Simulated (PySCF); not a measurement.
## Polarisability and C₆ of Xe⁴⁸⁺ (xenon, charge +48)

[He] 2s2 2p2, high-spin 3P determinant. All numbers are calculated (PySCF 2.14, no relativity, point nucleus, in an even-tempered Gaussian basis (17 s from 24 bohr⁻², ratio 2.2; 10 p from 31 bohr⁻², ratio 2.2; 5 d from 120 bohr⁻², ratio 2.4; 5 f from 170 bohr⁻², ratio 2.4; 4 g from 260 bohr⁻², ratio 2.4)). Coupled (time-dependent) response in atomic units; α is the mean over directions.

```json
{"method": "UHF", "mean α (bohr³)": "0.001244", "α xx, yy, zz": "0.001529, 0.001101, 0.001101", "C₆ (like pair)": "9.564e-06", "S(−4)": "2.634e-05"}
{"method": "PBE0", "mean α (bohr³)": "0.001203", "α xx, yy, zz": "0.001502, 0.001054, 0.001054", "C₆ (like pair)": "9.129e-06", "S(−4)": "2.414e-05"}
```

S(−4) is the Cauchy moment in α(ω) = α(0) + S(−4) ω² + …

Spin-orbit coupling is absent.

α(iu) at UHF:

```json
{"u (hartree)": "0", "α(iu) (bohr³)": "0.001244"}
{"u (hartree)": "0.800", "α(iu) (bohr³)": "0.001227"}
{"u (hartree)": "1.60", "α(iu) (bohr³)": "0.001180"}
{"u (hartree)": "3.20", "α(iu) (bohr³)": "0.001028"}
{"u (hartree)": "4.80", "α(iu) (bohr³)": "0.0008539"}
{"u (hartree)": "6.40", "α(iu) (bohr³)": "0.0006966"}
{"u (hartree)": "8.00", "α(iu) (bohr³)": "0.0005690"}
{"u (hartree)": "12.0", "α(iu) (bohr³)": "0.0003627"}
{"u (hartree)": "16.0", "α(iu) (bohr³)": "0.0002550"}
{"u (hartree)": "24.0", "α(iu) (bohr³)": "0.0001589"}
{"u (hartree)": "40.0", "α(iu) (bohr³)": "0.0001005"}
```

A single London oscillator, α(iu) = α/(1 + u²/ω²), gives C₆ = (3/4) ω α². Matching the computed C₆ needs ω = 4 × 9.564e-06 / (3 × 0.001244²) = 8.24 hartree.

For an ion, C₆ is the dispersion term alone; charge-induced terms of lower order in 1/R come first.

The components differ because the open shell of this determinant is not spherical; for a pure term their mean is the scalar polarisability.

A non-relativistic calculation at this Z misses sizeable relativistic shifts. Spin-orbit coupling is strong in this species (close to jj coupling), so the high-spin LS determinant is a model state, not a physical level.
